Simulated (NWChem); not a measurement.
SrO; SMILES [Sr]=[O]

Results from NWChem. The geometry was optimised at PBE0/def2-SVP. def2 effective core potentials on Sr; no spin-orbit coupling. Level M06-2X/def2-SVP: energy and gradient on several grids; changes count from the extra-fine grid, which is no exact limit either.

```csv
grid,size of the energy change (μHa),largest change of a gradient component (μHa/bohr)
xcoarse,10000,3000
coarse,30,200
medium,40,< 30
fine,< 10,< 30
xfine,< 10,< 30
```
